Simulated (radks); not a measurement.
The numbers below are computed, except where a source is named.
Problem. The table gives one normalised radial function P(r) = r R(r) of Sc+ in [Ar] 3d1 4s1 (r in bohr). Level of theory: scalar-relativistic Kohn-Sham, exchange-only B88, spin-unpolarised, spherical densities, finite nucleus; Fermi nuclear charge, rms radius 3.5459 fm (a radial shooting solver on a logarithmic mesh with Libxc functionals).

r	P
0.007975	0.0427
0.01038	0.0525
0.01363	0.0638
0.01775	0.0753
0.0233	0.0863
0.03033	0.0939
0.03982	0.0950
0.05226	0.0848
0.06805	0.0594
0.08932	0.0143
0.1163	-0.0458
0.1527	-0.1130
0.1988	-0.1612
0.2609	-0.1626
0.3398	-0.0939
0.446	0.0445
0.5807	0.1959
0.7622	0.2839
0.9925	0.2279
1.303	0.0143
1.696	-0.2681
2.227	-0.5129
2.899	-0.6077
3.806	-0.5279
4.955	-0.3394
6.505	-0.1509
8.47	-0.0453
11.12	-0.0076

Which n and l does it have? It may be an empty orbital.

Solution. n = 4, l = 0: the number of nodes gives n - l - 1 = 3, the rise at small r (about r^(l+1)) gives l, and the extent must fit the shell. The curve is that of 4s. 4s: eigenvalue -9.166 eV, 3 radial nodes at r = 0.0957, 0.413, 1.32 bohr, <r> = 3.41 bohr, 90 % of the charge inside 5.04 bohr.
